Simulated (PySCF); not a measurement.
## Worked example: oscillator strength and radiative lifetime

1,1-difluorobuta-1,2-diene (C4H4F2), SMILES FC(=C=CC)F.

Coordinates come from a PBE0-D3(BJ)/def2-SVP optimisation.

PySCF with TDA-CAM-B3LYP/def2-SVPD puts the first singlet state with f over 0.02 at 6.84 eV (vertical), with the transition dipole (0.295, -0.286, 0.000) in atomic units.

Question: Find the oscillator strength, the wavelength and the radiative lifetime that this transition would have in vacuum if emission retraced absorption.

Answer: 
|μ|² = 0.1688 au, so |μ| = 1.04 D. ΔE = 6.84/27.211 = 0.2514 hartree. f = (2/3) ΔE |μ|² = 0.028 (the program prints 0.028).
λ = 1239.84/6.84 = 181 nm; ν = 55168 cm⁻¹.
Einstein's coefficient A = 0.6670 ν² f s⁻¹ (ν in cm⁻¹) = 5.7e7 s⁻¹, so τ = 1/A = 17 ns. This state is S2; the lower singlet has f = 0.000. The figure is the radiative limit of this one transition; relaxation, internal conversion, crossing to triplets and a medium change what is measured.
